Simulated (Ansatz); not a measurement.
Cartesian coordinates in Å:
```
C 0.761 0.831 -1.128
Ga -0.180 -0.323 0.139
N -0.663 0.123 1.824
O -0.681 -2.004 -0.248
H 0.167 0.968 -2.033
H 0.961 1.812 -0.694
H 1.713 0.381 -1.418
H -1.147 -0.512 2.436
H -0.485 1.012 2.254
H -0.446 -2.288 -1.132
```

The species carries charge 0 and has multiplicity 1.

Question: List the B3LYP/def2-TZVPP orbital energies in eV (Ansatz 0.2.0). (Estimate.)

Answer: Ansatz gave: Occupied: -10137.11, -1248.84, -1106.11, -1105.98, -1105.97, -519.67, -388.71, -276.56, -149.02, -102.48, -102.21, -102.19, -26.16, -23.08, -22.25, -22.19, -22.16, -21.96, -21.40, -18.70, -13.24, -12.78, -11.21, -11.08, -10.93, -9.35, -8.26, -7.97, -6.84. Lowest empty: -0.17, 0.17, 1.07, 1.47, 2.23, 2.82, 2.91, 3.23.

B3LYP here is the variant with VWN-RPA as its local correlation; programs differ in this.
